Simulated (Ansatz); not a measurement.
Input for Ansatz (development build ahead of 0.2.0):

```yaml
crystal:
  periodic: [false, false, false]
  atoms:
    - { symbol: Ag, position_ang: [0.0422, -0.03119, 0.02136] }
    - { symbol: H, position_ang: [-0.06744, 0.06858, 1.53532] }
basis:
  gaussian: { orbitals: STO-3G }
hamiltonian:
  xc: hf
correlation:
  method: mp2
  frozen_orbitals: { Ag: 14, H: 0 }
```

The input is written out in the form of the current development build from the run's settings.

Output:

```
Converged                       : yes
Reference energy                : -5147.06271 hartree
Correlation energy              : -0.04111 hartree
Total energy                    : -5147.10382 hartree
Spin squared of the determinant : 0.000
```
